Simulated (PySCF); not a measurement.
# Working out the excitation energy of Ge⁺

Ge⁺ [Ar] 3d10 4s2 4p1 (2P) → Ge⁺ [Ar] 3d10 4s2 5s1 (2S). Calculation: PySCF 2.14, in aug-cc-pVTZ-PP with ECP10MDF; scalar relativity through the core potential. Frozen: 3s2 3p6 3d10. Energies in hartree (1 hartree = 27.21139 eV):

```csv
part,Ge⁺ (lower),Ge⁺ (upper)
UHF,-293.080756,-292.807964
CCSD correlation,-0.051338,-0.049263
(T),-0.000794,-0.000888
```

Q: What does Hartree-Fock give?

A: (-292.807964) − (-293.080756) = 0.272792 hartree = 7.423 eV.

Q: What do CCSD and CCSD(T) give?

A: The CCSD correlation energies differ by 0.002075 hartree = 0.056 eV and the triples by -0.000094 hartree = -0.003 eV, so CCSD gives 7.479 eV and CCSD(T) 7.476 eV.

Measured between the centres of the two terms (NIST): 7.591 eV, so CCSD(T) (valence) is off by -0.115 eV.

What remains against the reference includes basis incompleteness, the frozen core and higher excitations.
